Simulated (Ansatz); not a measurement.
Species: H9BSi3, SMILES `[SiH3]B([SiH3])[SiH3]` (charge 0, multiplicity 1).

Problem. Give a relaxed geometry from Ansatz (a quantum-chemistry and plane-wave program) with PBE0-D3(BJ)/def2-TZVP.

Solution. the end point of this relaxation (outside a Z-matrix the atoms follow the SMILES, hydrogens last).
Bonds (Å): Si1–B2 1.999, Si1–H5 1.495, Si1–H6 1.488, Si1–H7 1.489, B2–Si3 1.999, B2–Si4 1.999, Si3–H8 1.488, Si3–H9 1.489, Si3–H10 1.496, Si4–H11 1.496, Si4–H12 1.489, Si4–H13 1.489. Angles (°): B2–Si1–H5 103.7, B2–Si1–H6 115.2, B2–Si1–H7 113.0, H5–Si1–H6 108.1, H5–Si1–H7 107.7, H6–Si1–H7 108.7, Si1–B2–Si3 121.8, Si1–B2–Si4 118.7, Si3–B2–Si4 119.4, B2–Si3–H8 114.3, B2–Si3–H9 114.1, B2–Si3–H10 103.5, H8–Si3–H9 108.7, H8–Si3–H10 108.0, H9–Si3–H10 107.7, B2–Si4–H11 102.7, B2–Si4–H12 114.7, B2–Si4–H13 114.2, H11–Si4–H12 108.0, H11–Si4–H13 107.9, H12–Si4–H13 108.8.
